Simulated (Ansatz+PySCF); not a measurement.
**singlet BeH₂ in separate pieces: levels of theory in one basis**

```xyz
3

H     0.0000    0.0000   -4.0173
Be    0.0000    0.0000    0.0000
H     0.0000    0.0000    4.0173
```

Basis set: cc-pVDZ (spherical functions). All electrons are correlated. Charge 0, multiplicity 1.

Computed with Ansatz (development build ahead of 0.2.0); each method stands on the lowest determinant of its kind that the runs found. NEVPT2 correlates all electrons. Active spaces start from the frontier orbitals, and the lowest solution found is given.

```tsv
method	E − E(RHF) (eV)	<S²> of the determinant
RHF	0.00	0.00
UHF	-6.42	1.14
RHF-MP2	-6.51	–
UHF-MP2	-7.03	1.14
RHF-CCSD	-7.59	–
RHF-CCSD(T)	-8.14	–
UHF-CCSD(T)	-7.64	1.14
RHF-CCSDT(Q)	-7.61	–
UHF-CCSDT(Q)	-7.64	1.14
full CI (lowest root of this spin)	-7.64	–
CASSCF(4,6)	-7.58	–
CASSCF(2,2)	-6.40	–
SC-NEVPT2(4,6)	-7.61	–
```

(1) What does SC-NEVPT2(2,2) give on the same scale?

(2) Is a single determinant a sound starting point here?

Answers

(1) -7.12 eV. NEVPT2 here correlates all electrons, so it doesn't share the others' frozen core.

At such a shape the full CI root can have another spatial symmetry than the determinants, so the rows needn't describe one state.

(2) It is doubtful. Unrestricted orbitals lower Hartree–Fock by 6.42 eV and <S²> is 1.14 where a pure state has 0.00, a sign of strong static correlation. The CASSCF(4,6) natural occupations are 1.81, 1.01, 0.99, 0.07, 0.07, 0.06. The CASSCF(2,2) natural occupations are 1.01, 0.99.

Caution for RHF, RHF-MP2, RHF-CCSD, RHF-CCSD(T), RHF-CCSDT(Q): an unrestricted determinant lies well below. Caution for UHF, UHF-MP2, UHF-CCSD(T), UHF-CCSDT(Q): the unrestricted determinant is a mixture of spin states; the determinant breaks the point group. Caution for RHF-MP2, RHF-CCSD, RHF-CCSDT(Q): large amplitudes, a single reference is doubtful. Caution for UHF-MP2, UHF-CCSD(T), UHF-CCSDT(Q): bonds are stretched, where a single reference can fail. Caution for RHF-CCSD(T): very large amplitudes, the method is breaking down. Caution for RHF-CCSD(T), RHF-CCSDT(Q): the amplitudes may be one of several solutions.
